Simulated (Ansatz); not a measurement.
Steps of a relaxation of CH6OSSi (`OC([SiH3])S`) with RKS PBE-D4/def2-SVP.

```sh
$ ansatz run in.yaml --threads 2 --pin off --events-out ev --progress --plain --max-ram 4352MiB
```

```yaml
crystal:
  periodic: [false, false, false]
  atoms:
    - {symbol: O, position_ang: [-1.637900, 0.530800, -0.693200]}
    - {symbol: C, position_ang: [-0.293900, 0.515500, -0.395200]}
    - {symbol: Si, position_ang: [0.243200, -0.818000, 0.789900]}
    - {symbol: S, position_ang: [0.732400, 0.340500, -1.945900]}
    - {symbol: H, position_ang: [-2.161400, 0.763800, 0.101500]}
    - {symbol: H, position_ang: [-0.021600, 1.509600, 0.022600]}
    - {symbol: H, position_ang: [1.760100, -0.690800, 1.086900]}
    - {symbol: H, position_ang: [0.032300, -2.176500, 0.301300]}
    - {symbol: H, position_ang: [-0.438500, -0.629100, 2.138400]}
    - {symbol: H, position_ang: [1.868500, 0.603000, -1.403400]}
basis:
  gaussian: {orbitals: def2-SVP}
hamiltonian: {xc: pbe, dispersion: d4}
relax: {f_tol: 0.03, max_steps: 200}
```

Positions (Å) and forces (eV/Å) along the path, 13 of 21 steps:

```xyz
10
step=1 energy=-21873.0448 eV
O    -1.638    0.531   -0.693   -1.478   -0.398   -0.845
C    -0.294    0.515   -0.395    0.997    1.111    0.486
Si    0.243   -0.818    0.790    1.240   -0.080    1.346
S     0.732    0.341   -1.946   -2.414   -0.610   -1.452
H    -2.161    0.764    0.102    0.367   -0.054   -0.154
H    -0.022    1.510    0.023    0.415    0.155    0.151
H     1.760   -0.691    1.087   -0.617    0.059   -0.174
H     0.032   -2.176    0.301   -0.304   -0.672   -0.330
H    -0.439   -0.629    2.138   -0.081   -0.042   -0.198
H     1.869    0.603   -1.403    1.874    0.532    1.170
10
step=2 energy=-21873.2747 eV
O    -1.607    0.497   -0.716   -0.696   -0.101   -0.164
C    -0.255    0.532   -0.360    0.362    0.401   -0.277
Si    0.281   -0.832    0.835    0.249   -0.148    0.477
S     0.670    0.303   -1.971   -0.651   -0.184   -0.096
H    -2.144    0.755    0.057    0.094   -0.024    0.024
H     0.045    1.535    0.033    0.050    0.025   -0.003
H     1.766   -0.679    1.099   -0.180   -0.059    0.015
H    -0.026   -2.190    0.301   -0.029   -0.110   -0.106
H    -0.470   -0.654    2.142    0.060   -0.014   -0.050
H     1.823    0.682   -1.419    0.742    0.214    0.180
10
step=3 energy=-21873.3114 eV
O    -1.613    0.480   -0.714   -0.071    0.005   -0.059
C    -0.245    0.542   -0.357    0.196    0.085   -0.142
Si    0.279   -0.837    0.865   -0.112   -0.105    0.009
S     0.666    0.279   -1.972    0.065    0.047    0.181
H    -2.139    0.737    0.065    0.034   -0.007    0.073
H     0.063    1.551    0.019   -0.079   -0.042   -0.048
H     1.748   -0.715    1.151    0.063   -0.029    0.026
H    -0.054   -2.188    0.291    0.035    0.087    0.015
H    -0.479   -0.665    2.164    0.006    0.000   -0.009
H     1.858    0.764   -1.508   -0.136   -0.040   -0.047
10
step=4 energy=-21873.3162 eV
O    -1.611    0.481   -0.711   -0.050    0.008   -0.035
C    -0.238    0.547   -0.364    0.114    0.019   -0.057
Si    0.276   -0.834    0.868   -0.027   -0.018   -0.023
S     0.667    0.273   -1.974    0.034    0.031    0.140
H    -2.127    0.721    0.081    0.029   -0.016    0.035
H     0.061    1.560    0.005   -0.030   -0.023   -0.029
H     1.746   -0.732    1.168    0.017   -0.006    0.015
H    -0.052   -2.177    0.283   -0.001    0.025    0.001
H    -0.490   -0.663    2.161   -0.006    0.002   -0.006
H     1.852    0.773   -1.515   -0.081   -0.023   -0.041
10
step=6 energy=-21873.3241 eV
O    -1.591    0.508   -0.705    0.121    0.006   -0.149
C    -0.210    0.542   -0.369   -0.066   -0.060   -0.013
Si    0.263   -0.839    0.879   -0.007    0.021   -0.002
S     0.685    0.222   -1.964   -0.096   -0.109   -0.049
H    -2.088    0.658    0.117   -0.094    0.000    0.171
H     0.115    1.550   -0.021    0.018    0.049    0.031
H     1.726   -0.768    1.224   -0.007    0.002   -0.006
H    -0.080   -2.175    0.289    0.000    0.006   -0.005
H    -0.537   -0.648    2.149   -0.007   -0.006    0.007
H     1.800    0.899   -1.596    0.138    0.092    0.015
10
step=8 energy=-21873.3416 eV
O    -1.555    0.608   -0.711    0.057    0.013    0.088
C    -0.180    0.540   -0.357   -0.128   -0.030   -0.077
Si    0.232   -0.848    0.905    0.039    0.031    0.017
S     0.740    0.133   -1.920   -0.029   -0.078    0.020
H    -2.073    0.545    0.115    0.043   -0.002   -0.022
H     0.217    1.527   -0.013    0.010   -0.021    0.015
H     1.691   -0.786    1.265   -0.011   -0.010    0.007
H    -0.116   -2.182    0.311   -0.003    0.007   -0.018
H    -0.583   -0.658    2.166   -0.022    0.011   -0.024
H     1.709    1.071   -1.759    0.044    0.078   -0.006
10
step=9 energy=-21873.3460 eV
O    -1.533    0.721   -0.658    0.057    0.031   -0.044
C    -0.163    0.539   -0.352   -0.070   -0.110    0.004
Si    0.220   -0.856    0.908    0.040   -0.072    0.026
S     0.711    0.068   -1.916    0.109   -0.033   -0.016
H    -2.036    0.549    0.158   -0.077   -0.011    0.093
H     0.324    1.476    0.002    0.019    0.120   -0.014
H     1.638   -0.690    1.393   -0.064   -0.061   -0.042
H     0.009   -2.202    0.267    0.005    0.068    0.051
H    -0.711   -0.735    2.096    0.000    0.011   -0.018
H     1.623    1.078   -1.894   -0.017    0.057   -0.040
10
step=10 energy=-21873.3485 eV
O    -1.501    0.737   -0.654   -0.069   -0.071    0.323
C    -0.134    0.527   -0.346   -0.002   -0.022   -0.092
Si    0.212   -0.866    0.929    0.041   -0.080    0.037
S     0.763    0.030   -1.893    0.543    0.730    0.042
H    -2.008    0.532    0.162    0.068    0.083   -0.233
H     0.371    1.461    0.004   -0.030   -0.007   -0.018
H     1.623   -0.732    1.449   -0.136   -0.033   -0.037
H     0.001   -2.213    0.286   -0.001    0.082    0.052
H    -0.768   -0.726    2.083    0.079    0.003   -0.073
H     1.524    1.198   -2.017   -0.492   -0.685    0.000
10
step=12 energy=-21873.3879 eV
O    -1.459    0.684   -0.651   -0.181   -0.019   -0.040
C    -0.085    0.498   -0.358    0.062   -0.095    0.312
Si    0.209   -0.889    0.937    0.007    0.009   -0.033
S     0.901    0.018   -1.836   -0.056    0.481    0.030
H    -1.953    0.628    0.198    0.218    0.018   -0.289
H     0.383    1.431    0.035    0.071    0.040   -0.036
H     1.588   -0.773    1.519   -0.008   -0.032    0.050
H     0.009   -2.234    0.301   -0.012   -0.029    0.004
H    -0.833   -0.704    2.017    0.045   -0.021    0.020
H     1.322    1.290   -2.160   -0.146   -0.353   -0.019
10
step=14 energy=-21873.4229 eV
O    -1.399    0.683   -0.691   -0.011   -0.043   -0.022
C    -0.041    0.503   -0.322    0.097    0.009   -0.074
Si    0.215   -0.908    0.958   -0.069    0.001    0.041
S     0.970    0.043   -1.779   -0.020    0.250   -0.034
H    -1.930    0.660    0.130    0.013    0.032   -0.007
H     0.411    1.440    0.086   -0.008    0.000    0.023
H     1.576   -0.828    1.590    0.002   -0.023    0.004
H    -0.004   -2.240    0.300    0.019    0.001    0.005
H    -0.843   -0.715    2.019    0.024   -0.016   -0.001
H     1.127    1.311   -2.287   -0.047   -0.213    0.064
10
step=15 energy=-21873.4285 eV
O    -1.395    0.654   -0.706    0.143   -0.068   -0.283
C    -0.037    0.497   -0.324    0.130   -0.034    0.036
Si    0.215   -0.919    0.965   -0.045    0.073   -0.040
S     0.991    0.058   -1.771   -0.040    0.069    0.028
H    -1.912    0.727    0.112   -0.184    0.055    0.254
H     0.392    1.440    0.098   -0.004   -0.021    0.000
H     1.576   -0.840    1.597    0.002   -0.017    0.010
H     0.004   -2.252    0.307    0.005   -0.005   -0.001
H    -0.840   -0.730    2.030    0.024   -0.003   -0.023
H     1.089    1.313   -2.305   -0.029   -0.050    0.020
10
step=18 energy=-21873.3629 eV rejected
O    -1.362    0.500   -0.754   -0.979    1.067    1.688
C     0.001    0.460   -0.309   -0.123    0.087    0.124
Si    0.236   -0.950    0.987    0.026   -0.012   -0.031
S     1.092    0.123   -1.712    0.025    0.363   -0.309
H    -1.881    0.985   -0.002    1.032   -1.058   -1.599
H     0.310    1.433    0.153   -0.025   -0.095   -0.073
H     1.601   -0.925    1.619   -0.005    0.007    0.002
H    -0.003   -2.277    0.327   -0.009    0.008   -0.003
H    -0.801   -0.730    2.053   -0.026    0.008    0.021
H     0.891    1.330   -2.360    0.084   -0.376    0.180
10
step=21 energy=-21873.4384 eV
O    -1.365    0.553   -0.728   -0.017    0.004   -0.018
C    -0.003    0.480   -0.311    0.001   -0.026    0.001
Si    0.228   -0.934    0.978    0.010   -0.003    0.010
S     1.064    0.108   -1.737   -0.009    0.009    0.007
H    -1.883    0.859    0.043    0.007    0.001    0.001
H     0.346    1.443    0.132    0.010    0.019    0.003
H     1.586   -0.909    1.624    0.007    0.003    0.000
H    -0.013   -2.258    0.315   -0.003   -0.008   -0.009
H    -0.822   -0.715    2.036   -0.009    0.002    0.008
H     0.945    1.323   -2.350    0.002   -0.001   -0.002
```

Run time 39 s (2 threads of an Arm Neoverse V1 on a shared host); peak host memory 0.14 GiB.
